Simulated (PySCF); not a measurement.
Electron correlation in As (arsenic, neutral)

[Ar] 3d10 4s2 4p2 5s1, high-spin 4P determinant (an excited configuration). Calculation: PySCF 2.14, in x2c-QZVPPall with one added diffuse shell each of s, p, d, f type (12s9p6d5f1g, 113 functions); the spin-free X2C one-electron Hamiltonian (Gaussian nucleus). Frozen: [Ar] 3d10; 5 electrons correlated.

MP2 pair energies summed by pair of shells (mhartree):

```
 pair  energy  share (%)
4s-4p  -35.45       52.3
4s-4s  -16.50       24.4
4p-4p   -5.40        8.0
4p-5s   -5.23        7.7
4s-5s   -5.15        7.6
```

Total MP2 correlation energy: -67.74 mhartree.

Same-spin part -15.52 and opposite-spin part -52.22 mhartree; SCS-MP2 scales them by 1/3 and 6/5 to -67.84 mhartree.
